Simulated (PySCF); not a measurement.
Run record: EPR job, `C=C1[C@H]([C@@H]1[N]C=O)C=O` [radical].

Method: UKS B3LYP, pcH-1 on C H N O, non-relativistic, mean-field spin-orbit, GIAO (PySCF 2.14.0). Geometry: GFN2-xTB. The command runs a driver script over a list of jobs; the input below is this job's line of settings and its coordinates in Å.

Command:
```bash
OMP_NUM_THREADS=1 python probes_run.py task.json out
```

Input:
```
{"job": {"kind": "epr", "basis": "pcH-1"}, "charge": 0, "multiplicity": 2}
C     -1.381461     1.689258    -1.235374
C     -0.812596     0.670005    -0.658250
C     -0.893247    -0.648334    -0.056055
C     -1.022646    -1.850913    -0.895438
O     -0.679453    -1.945397    -2.041748
C      0.503746     0.115117    -0.218521
N      1.064206     0.586176     0.908162
C      2.347792     0.350046     1.226952
O      2.996353    -0.608200     0.860981
H     -0.819170     2.556715    -1.537833
H     -2.441611     1.698306    -1.432805
H     -1.246938    -0.717396     0.964470
H     -1.482610    -2.699457    -0.354060
H      1.141150    -0.270997    -1.018342
H      2.722072     1.083061     1.960294
```

Output:
```
UKS, coarse grid
  cycle   1  E = -437.05581205  |g| = 8.31e-01
  cycle   2  E = -435.15260628  |g| = 2.19e+00
  cycle   3  E = -437.24785949  |g| = 4.16e-01
  cycle   4  E = -437.31896635  |g| = 1.67e-01
  cycle   5  E = -437.32734994  |g| = 8.69e-02
  cycle   6  E = -437.33050826  |g| = 2.37e-02
  cycle   7  E = -437.33077499  |g| = 1.21e-02
  cycle   8  E = -437.33088376  |g| = 5.37e-03
  cycle   9  E = -437.33091686  |g| = 2.47e-03
  cycle  10  E = -437.33092453  |g| = 1.21e-03
  cycle  11  E = -437.33092580  |g| = 1.13e-03
  cycle  12  E = -437.33092751  |g| = 4.56e-04
UKS, final grid
  cycle   1  E = -437.33090698  |g| = 6.04e-04
  cycle   2  E = -437.33090670  |g| = 1.21e-03
  cycle   3  E = -437.33090738  |g| = 1.73e-04
  cycle   4  E = -437.33090744  |g| = 1.45e-04
  cycle   5  E = -437.33090753  |g| = 7.65e-05
  cycle   6  E = -437.33090754  |g| = 2.40e-05
E = -437.33090754 Eh   <S^2> = 0.7613 (exact 0.7500)
g shifts (ppm)      1          2          3
  rmc          -247       -247       -247
  gc              3         40         23
  oz_so        1031       2747       6366
  total         787       2541       6142
hyperfine (MHz)  atom isotope    a_iso     a_fc   dipolar eigenvalues
    0   13C       6.24       6.24     -2.72     -0.91      3.63
    1   13C      33.32      33.32    -10.94     -9.35     20.30
    2   13C      34.71      34.71    -13.66    -13.62     27.29
    3   13C       1.14       1.14     -4.87     -0.28      5.16
    4   17O      -3.10      -3.10    -16.81      6.86      9.95
    5   13C     -19.84     -19.84     -7.30      0.22      7.09
    6   14N      31.07      31.07    -30.04    -28.99     59.03
    7   13C     -20.36     -20.36    -13.48      1.96     11.52
    8   17O     -13.61     -13.61    -69.01     33.12     35.89
    9    1H       6.67       6.67     -2.36     -1.08      3.44
   10    1H      21.66      21.66     -1.77     -0.60      2.37
   11    1H      -7.48      -7.48     -7.43      0.29      7.14
   12    1H      17.51      17.51     -2.19     -0.67      2.86
   13    1H      -1.10      -1.10     -4.38     -1.10      5.48
   14    1H       4.24       4.24     -6.38     -2.80      9.18
```

rmc, gc and oz_so are the mass-correction, gauge-correction and orbital-Zeeman/spin–orbit parts of the g shift along its three principal axes; a_iso is the isotropic hyperfine coupling and a_fc its Fermi-contact part. Atoms in this output count from 0.

How far is ⟨S²⟩ from the pure-spin value?

S = 0.5 gives S(S+1) = 0.75; the run has 0.7613, 0.0113 more.

In short: ⟨S²⟩ 0.761; g_iso 2.0055.

One conformer (not necessarily the lowest) at the GFN2-xTB geometry, without solvent, vibrations or thermal averaging.

How long does this job take on Arm Neoverse V2, one thread, shared host? And the peak memory of the process?

About 70 s (density and orbital grids were written too), with 1.1 GiB resident at the peak, the Python interpreter and its libraries included.
Labels such as C1 count atoms from 1, the log's own numbers from 0.
